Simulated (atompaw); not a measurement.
**PBE PAW (atompaw) dataset for tellurium (Te), scalar-relativistic all-electron reference.**

atompaw 4.2.0.5 was run on this input:

```
Te 52
GGA-PBE scalarrelativistic loggrid 1500 logderivrange -3 5 201
5 5 4 0 0 0
5 1 4
0 0 0
c
c
c
c
v
c
c
c
v
c
c
2
1.95 1.50 1.70 1.10
y
2.65
n
y
2.05
n
y
-0.1
n
bloechl sinc
3 0 troulliermartins
PWSCFOUT
UPFDX 0.0125d0 UPFXMIN -7.d0 UPFZMESH 52.d0
END
```

Command:

```bash
atompaw < Te.input > Te.log
```

Resulting log (summary file):

```
[... start of the log left out ...]
 Completed calculations for Te (SC)

 Exchange-correlation type: GGA, Perdew-Burke-Ernzerhof

 Radial integration grid is logarithmic
 r0 =   1.6774151E-04 h =   8.7225585E-03   n =      1500 rmax =   8.0000000E+01

 Scalar relativistic calculation

 SCatom converged in   4 iterations
   nz     =  52.00
   delta  =       1.155502643477E-16

 Valence Electron Orbital energies:
  n  l      occupancy      energy
   5  0      2.0000000E+00 -1.1104622E+00
   5  1      4.0000000E+00 -4.3755969E-01

 Total energy
   Total                    :   -13588.96329560156482
   Valence                  :     -362.37108569393689

 PAW parameters:
       lmax =            2
         rc =    1.9637501172663949
        irc =         1075
   rc_shape =    1.5115772873059228
    rc_vloc =    1.7079302234444003
    rc_core =    1.1041774000432660

iter nodes cp cpmin cpmax 999 1 -2.0786137E+01 -1.0000000E+02 -2.0395331E+01
iter nodes del 999 1 19.346035119678966
bsolv iter cp 1000 -21.246040791745095
iter nodes cp cpmin cpmax 1000 1 -2.1246041E+01 -1.0000000E+02 -2.0395331E+01
iter nodes del 1000 1 29.977694526613867
terminating projector 1000
```

The run stopped because the iteration for the Blöchl projector did not settle.

The run took about 2.8 s on one core of a shared server CPU.
